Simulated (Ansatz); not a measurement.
F4Se, triplet, geometry from GFN2-xTB (a higher spin typed on purpose: for a closed-shell molecule this is an excited state). Base run: SVWN5/cc-pVTZ in Ansatz (a program for electronic structure).

Here is a job for Ansatz.
Ansatz 0.2 input:
```yaml
crystal:
  periodic: [false, false, false]
  atoms:
    - {symbol: Se, position_ang: [0.00000000, -0.00000000, 0.00000000]}
    - {symbol: F, position_ang: [1.11281369, 1.52176867, -0.00787047]}
    - {symbol: F, position_ang: [1.52178892, -1.11279517, 0.00644471]}
    - {symbol: F, position_ang: [-1.11281369, -1.52176867, 0.00787047]}
    - {symbol: F, position_ang: [-1.52178892, 1.11279517, -0.00644471]}
basis:
  gaussian:
    orbitals: cc-pVTZ
hamiltonian:
  xc: {name: SVWN5}
magnetization: {spin_polarized: true, initial_magnetization: 2}
```

Variants of this job, named by their change:

```csv
change,ΔE vs base (mEh)
base,0.000
forces = on,0.000
fitting.mean_field = cc-pVTZ-JKFIT,-0.054
"point_charge = charge:0.5 position_ang:1.7002, 4.3264, 1.5024",-2.194
lower_state_search = light,0.000
"final_grid = 10, 20, 41",0.001
"final_grid = 14, 28, 59",0.001
lower_state_search = full,0.000
nuclear_model = gaussian,11.986
"point_charge = charge:-1.0 position_ang:-3.9691, 2.2564, -1.7379",-2.425
lower_state_search = off,0.000
```
